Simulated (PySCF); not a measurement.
## Radial density of Sc⁺ (scandium, charge +1)

BP86, [Ar] 3d1 4s1, high-spin 3D determinant. Computed with PySCF 2.14 in x2c-SVPall, with scalar relativity by spin-free X2C-1e.

| r (bohr) | 4πr²ρ (e/bohr) | 4πr²(ρα − ρβ) |
| --- | --- | --- |
| 0.00121 | 0.1312 | 0.0001 |
| 0.00204 | 0.3588 | 0.0002 |
| 0.00342 | 0.9360 | 0.0005 |
| 0.00576 | 2.279 | 0.0011 |
| 0.00969 | 5.278 | 0.0025 |
| 0.0163 | 10.98 | 0.0049 |
| 0.0274 | 19.13 | 0.0077 |
| 0.0461 | 24.74 | 0.0073 |
| 0.0776 | 21.47 | 0.0011 |
| 0.130 | 18.68 | 0.0053 |
| 0.219 | 26.09 | 0.0405 |
| 0.369 | 17.55 | 0.0993 |
| 0.621 | 6.788 | 0.3777 |
| 1.04 | 8.661 | 0.5820 |
| 1.76 | 2.686 | 0.4888 |
| 2.95 | 0.5358 | 0.4628 |
| 4.97 | 0.1445 | 0.1444 |
| 8.36 | 0.0002297 | 0.0002 |

Densities and radii are taken from the X2C orbitals without a picture-change correction, which distorts them close to the nucleus.
